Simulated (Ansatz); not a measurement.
C3H9AlO can be A, `C[CH](C)[AlH][OH]`, or B, `CC(C)[O][AlH2]`.

Computed with Ansatz on PBE0-D4/def2-TZVP structures; ΔE is electronic, products minus reactants. CCSD(T)/CBS is the MP2 limit (def2-TZVPP, def2-QZVPP) plus CCSD(T) − MP2 in def2-TZVPP, frozen cores. DFT in def2-TZVPP. B3LYP here is the variant with VWN-RPA as its local correlation; programs differ in this. Each species was taken in one conformer, which may not be the lowest.

(1) Which is lower in electronic energy at CCSD(T)/CBS, and by how much? (Best estimate.)

(2) Give E(B) − E(A) in kcal/mol with MP2/def2-TZVPP, B2PLYP, CCSD/def2-TZVPP, HF/def2-TZVPP, PBE0-D4, ωB97M-V, B3LYP. (Best estimate.)

(3) Does the order hold for the free energy at 298.15 K (harmonic terms from PBE0-D4)? (Best estimate.)

Largest T1 diagnostic: 0.012.

Results:

(1) Ansatz gave: A, by 12.7 kcal/mol.

(2) The calculation gave: MP2/def2-TZVPP 13.7, B2PLYP 11.9, CCSD/def2-TZVPP 11.7, HF/def2-TZVPP 7.9, PBE0-D4 12.4, ωB97M-V 12.0, B3LYP 11.3. None reverses the order clearly.

(3) Computed: Yes: G(B) − G(A) = +12.2 kcal/mol, for one conformer each. Modes under 60 cm⁻¹, often nearly free rotors, make the harmonic entropy too high.

Leaving LDA and LC-ωPBE aside and taking each functional with its dispersion term where it has one, the values, not all of them listed here, spread over 3.9 kcal/mol, from B97M-V to PBE-QIDH. LDA lies −2.1 kcal/mol from PBE without D4. At CCSD(T), def2-SVP lies −5.1 kcal/mol from the extrapolated value and def2-TZVPP −0.7 kcal/mol.
